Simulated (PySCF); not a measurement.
PySCF job for GaCl2, SMILES [Cl][Ga][Cl], multiplicity 2, PBE-D3(BJ)/def2-TZVP. The structure is a stationary point at PBE-D3(BJ)/def2-TZVP. The spin state was assumed, not searched. The isomer is the one that the SMILES or the coordinates give; other isomers of the formula were not compared.

```python
import numpy as np
from pyscf import gto, scf, dft, df
from pyscf.hessian import thermo

mol = gto.M(
    atom='''
    Ga    0.00000000    0.00000000    0.57406876
    Cl    0.00000000   -1.88866137   -0.52341564
    Cl    0.00000000    1.88866137   -0.52341564
    ''',
    basis='def2-TZVP',
    charge=0,
    spin=1,
    max_memory=1600,
    verbose=3,
)
mf = dft.UKS(mol, xc='pbe').density_fit(auxbasis='def2-universal-jkfit')
mf.disp = 'd3bj'
mf.grids.level = 3
mf.conv_tol = 1e-11
mf.max_cycle = 100
mf.kernel()
fine, coarse = mf.grids, dft.Grids(mol).set(level=1).build(with_non0tab=True)
for _ in range(3):  # follow internal instabilities
    mf.grids = coarse
    mo, _, stable, _ = mf.stability(return_status=True, nroots=4)
    mf.grids = fine
    if stable:
        break
    mf.kernel(mf.make_rdm1(mo, mf.mo_occ))

# [left out here: the lines that compute and print the analytic Hessian (its translational invariance restored by hand, since the grid's response is missing), thermochemistry and intensities]
```

Log of the run:

```

WARN: HOMO -0.191184615144685 >= LUMO -0.19118461514466

converged SCF energy = -2844.70077053939  <S^2> = 0.75207715  2S+1 = 2.0020761
<class 'pyscf.df.df_jk.DFUKS'> wavefunction is stable in the internal stability analysis

WARN: DFTD3 does not support analytical Hessian, using finite difference


WARN: Mole.unit (angstrom) is changed to Bohr

Mode                                 0                   1                   2
Irrep
Freq [cm^-1]                      105.8657            346.4466            396.0855
Reduced mass [au]                  41.1298             39.8200             45.0041
Force const [Dyne/A]                0.2716              2.8159              4.1599
Char temp [K]                     152.3172            498.4595            569.8789
Normal mode                   x     y     z       x     y     z       x     y     z
       0  Ga                 0.00 -0.00  0.06    0.00  0.00  0.06   -0.00 -0.08  0.00
       1  Cl                -0.00  0.08 -0.06   -0.00 -0.09 -0.06    0.00  0.08  0.04
       2  Cl                -0.00 -0.08 -0.06   -0.00  0.09 -0.06   -0.00  0.08 -0.04
temperature 298.1500 [K]
pressure 101325.00 [Pa]
Rotational constants [GHz] 11.93588 1.99831 1.71173
Symmetry number 2
Zero-point energy (ZPE) 0.00193 [Eh]   5074.546 [J/mol]
                           tot       elec      trans        rot        vib
Entropy [J/mol/K]       304.197      5.763    170.432    104.978     23.024
Cv [J/mol/K]             45.887      0.000     12.472     12.472     20.943
Cp [J/mol/K]             54.201      0.000     20.786     12.472     20.943
Internal energy [J/mol]                      3718.434   3718.434   8755.152
Internal energy [Eh]   -2844.69460  -2844.70077
Enthalpy [J/mol]                             6197.391   3718.434   8755.152
Enthalpy [Eh]          -2844.69366
Gibbs free energy [J/mol]                  -44616.859 -27580.873   1890.641
Gibbs free energy [Eh] -2844.72820
mode   freq/cm-1   IR/(km/mol)
   1      105.87         3.423
   2      346.45        18.735
   3      396.09        89.115
max |gradient| / (hartree/bohr): 5.656854779647953e-05
APT charges: [ 0.94 -0.47 -0.47]
```

Self-consistency was reached.
